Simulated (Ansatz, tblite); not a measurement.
Removing an electron: Ga(PH3)H3 (GaPH₆). The state is a singlet with charge 0. Geometry: PBE0-D4/def2-TZVP. Ansatz, gas phase; energy differences of separate SCF runs; the oxidised species was run as a doublet alone.

```xyz
8

Ga   -0.2502   -1.4283    0.0086
P     0.1881    1.0560   -0.0103
H     1.5155    1.5263    0.0633
H    -0.3642    1.8504    1.0155
H    -0.2382    1.8254   -1.1125
H     0.4784   -1.7291    1.3742
H     0.4945   -1.7701   -1.3380
H    -1.8239   -1.3305   -0.0007
```

The xTB rows come from tblite. Correlated methods freeze 14 core orbitals; core or outer-core shells of Ga are correlated, in sets that lack core-valence functions. In CCSD on the charge 1 doublet the largest single amplitude is 0.16, so its Hartree–Fock determinant may place the open shell otherwise than the density functionals do.

| level | −HOMO (eV) | vertical IE (eV) | −LUMO (eV) | HOMO–LUMO gap (eV) |
| --- | --- | --- | --- | --- |
| GFN1-xTB | 11.83 | 14.73 | 6.13 | 5.70 |
| PBE0-D4/def2-TZVP | 7.87 | 10.11 | 0.08 | 7.79 |
| MP2/def2-TZVPP | – | 10.35 | – | – |
| CCSD/def2-TZVPP | – | 10.36 | – | – |

Problem. Estimate the rows for GFN2-xTB, HF/def2-TZVPP, r2SCAN-D4/def2-TZVP, CCSD(T)/def2-TZVPP.

Solution. 
```
              level  −HOMO (eV)  vertical IE (eV)  −LUMO (eV)  HOMO–LUMO gap (eV)
           GFN2-xTB       11.21             14.08        6.69                4.52
      HF/def2-TZVPP           –              9.56           –                   –
r2SCAN-D4/def2-TZVP        6.96             10.00        0.72                6.24
 CCSD(T)/def2-TZVPP           –             10.35           –                   –
```

Run but left out: PBE-D4/def2-TZVP (charge +1 doublet: an occupied level 0.10 eV above an empty one).  Raw xTB energy differences between charge states are shifted by several eV; the methods need an empirical correction for them.
